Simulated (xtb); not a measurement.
SiHFBr₂, SMILES F[SiH](Br)Br. All values are semi-empirical tight-binding results from xtb (GFN2-xTB unless named), good for trends rather than for accurate numbers. Geometry optimised at GFN2-xTB. The structure was generated by enumeration, and PubChem lists no compound with its InChIKey, so it may never have been made.

```
Item                                             Result
---------------------------------------  --------------
point group as xtb finds it                          Cs
orbital gap                                     6.00 eV
zero-point energy                          8.6 kcal/mol
G − E(el) at 298.15 K (modified RRHO)    -11.6 kcal/mol
static polarisability (D4 model)             73.8 bohr³
solvation energy, GFN2-xTB/ALPB(water)     0.6 kcal/mol
solvation energy, GFN2-xTB/ALPB(hexane)   -3.3 kcal/mol
```
